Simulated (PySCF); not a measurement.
Species: `CS[SiH2]N`. The columns A, B, C and D hold Mulliken, IAO, Hirshfeld and ESP-fitted charges (e) of one PBE0/pcSseg-1 density (PySCF), in a shuffled order. Coordinates in Å (GFN2-xTB); the density's dipole moment is (0.66, -0.69, -1.26) D.

```
atom       x       y       z       A       B       C       D
  C1  -2.125  -0.128   0.062  -0.496  -0.116  -0.498  -0.399
  S2  -0.712   0.927   0.502  -0.280  -0.115  -0.202  -0.342
 Si3   0.869  -0.261  -0.330  +0.671  +0.343  +0.851  +0.719
  N4   2.284   0.556   0.171  -1.050  -0.318  -0.845  -0.626
  H5  -2.174  -0.246  -1.016  +0.162  +0.045  +0.154  +0.150
  H6  -2.021  -1.096   0.543  +0.165  +0.045  +0.155  +0.152
  H7  -3.018   0.371   0.421  +0.235  +0.053  +0.172  +0.162
  H8   0.850  -1.587   0.279  -0.093  -0.086  -0.153  -0.102
  H9   0.615  -0.354  -1.772  -0.139  -0.094  -0.170  -0.112
 H10   3.180   0.273  -0.186  +0.414  +0.122  +0.266  +0.196
 H11   2.257   1.548   0.340  +0.412  +0.120  +0.271  +0.203
```

Task: Which column most likely holds the ESP-fitted charges?

Result: A. Σ q r misses the density's dipole by 0.06 D (A), 0.35 D (C), 1.15 D (B), 1.20 D (D). Charges fitted to the outside potential are the only set here that is tied to the molecule's multipoles.

Task: And the Hirshfeld charges?

Result: B. The mean sizes are 0.132 e (B), 0.288 e (D), 0.340 e (C), 0.374 e (A), and Hirshfeld charges are commonly the smallest of these schemes.

As computed, A = ESP-fitted, B = Hirshfeld, C = IAO, D = Mulliken. Hydrogens on carbon: ESP-fitted +0.16 to +0.23, Hirshfeld +0.04 to +0.05, IAO +0.15 to +0.17, Mulliken +0.15 to +0.16 e.

The Hirshfeld scheme weights the molecular density at each point by an atom's share of the summed free-atom densities. The IAO scheme counts the electrons in orthogonalised intrinsic atomic orbitals, a minimal basis polarised so that it spans the occupied orbitals exactly.

One conformer (not necessarily the lowest) at the GFN2-xTB geometry, without solvent, vibrations or thermal averaging.

Shape of the structure used: `[CH3:1][S:2][SiH2:3][NH2:4]`: C1–S2–Si3–N4 -174°, H–N4–Si3–S2 -172°, H–N4–Si3–S2 -28°.
